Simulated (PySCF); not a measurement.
FLi, charge -1, doublet, at a GFN2-xTB geometry (such geometries of metal compounds can be far from the true shape) (a state made from the parent by changing its charge; the spin is typed, not shown lowest) (in this run its highest filled SCF level lies above zero, so its values depend strongly on the basis, on diffuse functions most of all); PBE0-D4/def2-SVP (PySCF).

The PySCF input:
```python
from pyscf import gto, scf, dft

mol = gto.Mole()
mol.atom = '''
    Li   -0.000000   -0.000000   -1.397557
    F     0.000000    0.000000    0.465852
'''
mol.basis = 'def2-svp'
mol.charge = -1
mol.spin = 1
mol.verbose = 4
mol.build()

mf = dft.UKS(mol)
mf.xc = 'pbe0'
mf.disp = 'd4'
mf.kernel()
```

Task: Predict the main parts of the log of this PySCF run.

Result: 
```
PySCF version 2.14.0

[INPUT] verbose = 4
[INPUT] num. atoms = 2
[INPUT] num. electrons = 13
[INPUT] charge = -1
[INPUT] spin (= nelec alpha-beta = 2S) = 1
[INPUT] symmetry False subgroup None
[INPUT] Mole.unit = angstrom
[INPUT] Symbol           X                Y                Z      unit          X                Y                Z       unit  Magmom
[INPUT]  1 Li     0.000000000000   0.000000000000  -1.397557000000 AA    0.000000000000   0.000000000000  -2.640999973469 Bohr   0.0
[INPUT]  2 F      0.000000000000   0.000000000000   0.465852000000 AA    0.000000000000   0.000000000000   0.880332694581 Bohr   0.0

nuclear repulsion = 7.66755161901654
number of shells = 11
number of NR pGTOs = 40
number of NR cGTOs = 23
basis = def2-svp
ecp = {}

******** <class 'pyscf.dft.uks.UKS'> ********
method = UKS
initial guess = minao
damping factor = 0
level_shift factor = 0
DIIS = <class 'pyscf.scf.diis.CDIIS'>
diis_start_cycle = 1
diis_space = 8
diis_damp = 0
SCF conv_tol = 1e-09
SCF conv_tol_grad = None
SCF max_cycles = 50
direct_scf = True
direct_scf_tol = 1e-13
number electrons alpha = 7  beta = 6
XC library pyscf.dft.libxc version 7.1.2
    S. Lehtola, C. Steigemann, M. J. T. Oliveira, and M. A. L. Marques,  SoftwareX 7, 1–5 (2018)
XC functionals = pbe0
    C. Adamo and V. Barone,  J. Chem. Phys. 110, 6158 (1999)
    M. Ernzerhof and G. E. Scuseria,  J. Chem. Phys. 110, 5029 (1999)
radial grids:
    Treutler-Ahlrichs [JCP 102, 346 (1995); DOI:10.1063/1.469408] (M4) radial grids

becke partition: Becke, JCP 88, 2547 (1988); DOI:10.1063/1.454033
pruning grids: <function nwchem_prune>
grids dens level: 3
symmetrized grids: False
atomic radii adjust function: <function treutler_atomic_radii_adjust>
small_rho_cutoff = 0
Set gradient conv threshold to 3.16228e-05
tot grids = 27984
Calc dispersion correction with DFTD4.
Parameters: xc=pbe0, atm=True
init E= -106.951574720038

cycle= 1 E= -107.066741380246  delta_E= -0.115  |g|= 0.57  |ddm|= 0.649

cycle= 2 E= -104.019385469526  delta_E= 3.05  |g|= 2.54  |ddm|= 4.49
cycle= 3 E= -107.197350549184  delta_E= -3.18  |g|= 0.0627  |ddm|= 4.13
cycle= 4 E= -107.200467235928  delta_E= -0.00312  |g|= 0.0244  |ddm|= 0.164
cycle= 5 E= -107.200760216882  delta_E= -0.000293  |g|= 0.00301  |ddm|= 0.0536
cycle= 6 E= -107.200769631417  delta_E= -9.41e-06  |g|= 0.000646  |ddm|= 0.0174
cycle= 7 E= -107.200770262761  delta_E= -6.31e-07  |g|= 0.000212  |ddm|= 0.00505
cycle= 8 E= -107.20077031627  delta_E= -5.35e-08  |g|= 4.33e-05  |ddm|= 0.00114
cycle= 9 E= -107.200770319071  delta_E= -2.8e-09  |g|= 9.75e-06  |ddm|= 0.000175
cycle= 10 E= -107.200770319129  delta_E= -5.89e-11  |g|= 5.48e-07  |ddm|= 3.82e-05
Extra cycle  E= -107.20077031913  delta_E= -5.97e-13  |g|= 2.14e-07  |ddm|= 3.5e-06
converged SCF energy = -107.20077031913  <S^2> = 0.75048228  2S+1 = 2.0004822
```
